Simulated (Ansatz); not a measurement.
Other settings, tried on the cluster Ge3Te2 (the lowest singlet isomer of a short search).

```yaml
crystal:
  periodic: [false, false, false]
  atoms:
    - {symbol: Ge, position_ang: [0.223347, -1.182596, 1.548974]}
    - {symbol: Ge, position_ang: [0.285559, 0.917006, -1.710345]}
    - {symbol: Ge, position_ang: [-1.373040, 0.716572, 0.435421]}
    - {symbol: Te, position_ang: [1.416528, 1.121953, 0.749771]}
    - {symbol: Te, position_ang: [-0.552394, -1.572945, -1.023821]}
basis:
  gaussian: {orbitals: x2c-TZVPPall}
hamiltonian: {xc: {name: PBE}}
scf: {omitted_lower_state_checks: [starts]}
```

```sh
$ ansatz run in.yaml --threads 4 --pin off --events-out ev --progress --plain --max-ram 4787MiB
```

It prints (some lines left out):

```
Functional definition: PBE
2142 factors; their error is unknown
mean field evaluation 1: about -541034.6898 eV, gradient 3.5e1 eV
mean field evaluation 2: about -541032.3951 eV, gradient 5.0e1 eV
mean field evaluation 4: about -541035.9901 eV, gradient 5.3e0 eV
mean field evaluation 8: about -541036.0830 eV, gradient 3.9e-1 eV
mean field evaluation 16: about -541036.0676 eV, gradient 6.4e-4 eV
mean field -541036.06762391 eV, -19882.7087577604 hartree, gradient 7.9e-5 eV, S^2 0.000000; 0 other end points of the search recorded, 0 dependent functions left out
reference -541036.06765698 eV, -19882.7087589757 hartree; 100, 100 occupied and 164, 164 virtual orbitals, 2142 factors
Total energy: -541036.06765698 eV, -19882.7087589757 hartree
Relativity: scalar
Checks for a lower state left out: starts
```

It took 5.5 s on 4 threads of Arm Neoverse V2 on a shared host, peak host memory 0.62 GiB.

DK, ANO-RCC and x2c sets are all-electron and run with scalar relativity unless a key says otherwise.
